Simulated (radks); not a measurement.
Problem. Spherical quantum dot in the effective-mass picture: electrons in a parabolic well V = omega^2 r^2 / 2 with omega = 0.732, all in effective atomic units (hartree* = m*/eps^2 hartree, bohr* = eps/m* bohr), one dielectric constant everywhere. Calculated with a radial shooting solver with Libxc functionals: non-relativistic Kohn-Sham, LDA (Slater exchange, Perdew-Wang correlation), spin-polarised, spherical densities. Levels are named by radial order and angular momentum (1s, 1p, 1d, 2s, ...), and open shells are averaged over m. Results are scaled to m* = 0.507 and eps = 9.3, for which hartree* = 159.5 meV and bohr* = 0.9707 nm. At N = 19 the configuration is 1s2 1p6 1d10 2s(up 1, down 0). Does electron 20 go into 1f down or 1f up or 2s down?

Solution. Into 2s down. The total energies of the other choices lie higher by 44.1 meV (1f up), 45.2 meV (1f down).
